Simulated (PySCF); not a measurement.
Isomers of C2H7FOSi. Method used: PBE0-D3(BJ)/def2-SVP geometry optimisation, gas phase (PySCF). One conformer each; no zero-point energy, no entropy. No frequencies were run at this level. Point groups hold within 0.08 Å.

Question: Order them by energy at this level, lowest first, and give relative energies in kJ/mol.
A. `[OH:1][SiH2:2][CH2:3][CH2:4][F:5]` with H–O1–Si2–C3 -39°, O1–Si2–C3–C4 64°, Si2–C3–C4–F5 -47°
B. `[CH3:1][CH2:2][O:3][SiH2:4][F:5]` with C1–C2–O3–Si4 167°, C2–O3–Si4–F5 69°

Answer: B (0.0), A (128.4).

As drawn, the lower has an Si–F bond, which the higher lacks; the higher has an O–H bond and an Si–C bond, which the lower lacks.

```csv
SMILES,E (Eh),E rel (kJ/mol),dipole (D),point group,"A, B, C (MHz)"
CCO[SiH2]F,-544.39696,0.0,1.64,C1,"11436, 1836, 1697"
O[SiH2]CCF,-544.34807,128.4,2.78,C1,"5971, 2864, 2136"
```

Question: How do the relative energies change in single points at PBE/pcSseg-2 (no added dispersion term) on the same geometries?

Answer: 
| SMILES | PBE0-D3(BJ)/def2-SVP (kJ/mol) | PBE/pcSseg-2 (kJ/mol) | shift |
| --- | --- | --- | --- |
| CCO[SiH2]F | 0.0 | 0.0 | 0.0 |
| O[SiH2]CCF | 128.4 | 138.9 | +10.5 |

Each column counts from its own lowest isomer. The order is unchanged; the largest shift is 10.5 kJ/mol.
